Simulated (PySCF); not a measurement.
**Fractional electron number in Co⁻ (cobalt, charge -1)**

The 3d beta orbital of [Ar] 3d8 4s2 is emptied in steps (occupation f), with all orbitals relaxed, ending at [Ar] 3d7 4s2. Calculation: PySCF 2.14, in aug-cc-pVDZ; no relativity, point nucleus. The exact energy is a straight line in f; departures are measured from the line between the end points of the same method.

```tsv
f	r2SCAN (eV)
1	0.000
0.75	-0.711
0.5	-0.994
0.25	-0.776
0	0.000
```

```
method  E(f=0) − E(f=1) (eV)  −ε at f=1 (eV)  −ε at f=0.5 (eV)
r2SCAN                 1.515          -2.060             1.343
```

Orbital energy along the path (eV):

```tsv
f	r2SCAN
1	2.060
0.75	0.531
0.5	-1.343
0.25	-3.473
0	-5.784
```

At f = 1 the orbital energy is positive for r2SCAN: only the finite basis holds the electron.

Reference removal energy between the ground levels: 0.662 eV (measured; photodetachment measurements, as compiled on the Wikipedia data page of electron affinities). The calculation has no spin-orbit coupling. The determinant left behind need not be the lowest term of the ion.
